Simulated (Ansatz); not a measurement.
Computed with Ansatz on PBE0-D4/def2-TZVP structures; ΔE is electronic, products minus reactants. CBS: MP2 limit from def2 TZ/QZ plus the TZ coupled-cluster correction, frozen cores. Each species was taken in one conformer, which may not be the lowest.

Reaction (redistribution): `CB(F)C=O` + `OBCF` → `O=CB(F)F` + `CCBO`

```tsv
species	CCSD(T)/CBS(def2) energy (Eh)
`CB(F)C=O`	-278.30930
`OBCF`	-240.25532
`O=CB(F)F`	-338.29791
`CCBO`	-180.34035
```

(1) Work out ΔE.

Largest T1 diagnostic among the species: 0.015.

Answers

(1) ΔE = (-338.29791) + (-180.34035) − (-278.30930) − (-240.25532) = -0.07364 Eh = -2.00 eV.

From PBE to PBE0 (25 % exact exchange), in def2-TZVPP and without D4, ΔE moves by −0.05 eV. Leaving LDA and LC-ωPBE aside and taking each functional with its dispersion term where it has one, the values, not all of them listed here, spread over 0.15 eV, from PBE-QIDH to BLYP-D4. LDA lies −0.07 eV from PBE without D4.
